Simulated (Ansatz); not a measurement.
Start from `BrC1O[SiH2]1` and change one atom or group to get `ClC1(Br)O[SiH2]1`.

Ansatz, PBE0-D4/def2-TZVP geometries, multiplicity 1. 

Scalar relativity is left out up to krypton.

```
                                                                                  property  `BrC1O[SiH2]1`
ideal-gas entropy at 298 K and 1 bar (rigid rotor, harmonic PBE0-D4/def2-TZVP) / J/(mol·K)             308
                                                         LUMO energy (PBE/def2-TZVPP) / eV           -1.97
                                                        LUMO energy (PBE0/def2-TZVPP) / eV           -1.13
                                                       LUMO energy (B3LYP/def2-TZVPP) / eV           -1.36
                                        size of the dipole moment (ωB97M-V/def2-TZVPP) / D            2.87
                                                   HOMO–LUMO gap (ωB97M-V/def2-TZVPP) / eV           10.23
```

Task: Give the same properties after the change, and the shifts. (Estimate.)

Result: Computed: 
```csv
property,`ClC1(Br)O[SiH2]1`,shift
"ideal-gas entropy at 298 K and 1 bar (rigid rotor, harmonic PBE0-D4/def2-TZVP) / J/(mol·K)",337,29
LUMO energy (PBE/def2-TZVPP) / eV,-2.43,-0.46
LUMO energy (PBE0/def2-TZVPP) / eV,-1.58,-0.45
LUMO energy (B3LYP/def2-TZVPP) / eV,-1.80,-0.44
size of the dipole moment (ωB97M-V/def2-TZVPP) / D,3.25,0.38
HOMO–LUMO gap (ωB97M-V/def2-TZVPP) / eV,10.02,-0.21
```

With PBE0 the HOMO falls by 0.23 eV and the LUMO falls by 0.45 eV, so the gap narrows by about 0.22 eV. PBE moves the HOMO by -0.23 eV and ωB97M-V by -0.20 eV. Dipoles are sizes alone; their direction can turn.

B3LYP here is the variant with VWN-RPA as its local correlation; programs differ in this.

Spin–orbit coupling is left out; it splits and shifts lone-pair levels of the heavy atoms by tenths of an eV.
